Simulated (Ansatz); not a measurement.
Total energies of the cluster Si₂O₂⁻ from Ansatz at CCSD(T)/def2-TZVPPD, gas phase (1 Eh = 27.2114 eV = 2625.5 kJ/mol). The reference geometry is relaxed at PBE0-D4/def2-TZVPD.

Cartesian coordinates in Å:
```
Si -1.001 -0.332 0.669
Si 1.000 0.332 -0.670
O -0.234 -0.848 -0.771
O 0.235 0.848 0.771
```

| state | geometry | energy (Eh) |
| --- | --- | --- |
| charge -1 doublet | reference | -728.49675 |
| charge 0 singlet | reference | -728.48212 |
| charge -1 quartet | relaxed at PBE0-D4/def2-TZVPD | -728.39407 |

Correlated methods freeze 12 core orbitals. In CCSD on the charge -1 doublet the largest single amplitude is 0.35, so its Hartree–Fock determinant may place the open shell otherwise than the density functionals do.

(1) Work out the vertical ionisation energy to the singlet.

(2) Which of the charge -1 states is lowest, and how far above it are the others?

(1) E(charge 0 singlet) − E(charge -1 doublet) = -728.48212 − (-728.49675) = 0.01463 Eh = 0.40 eV.

(2) The doublet. quartet: -728.39407 − (-728.49675) = 0.10268 Eh = 269.6 kJ/mol.

At CCSD(T)/def2-TZVPPD T1 of the charge -1 doublet is large (up to 0.061), so the single-reference result is doubtful. At CCSD(T)/def2-TZVPPD T1 of the charge -1 quartet is large (up to 0.050), so the single-reference result is doubtful. 

The structure comes from a short search, and lower isomers may exist.
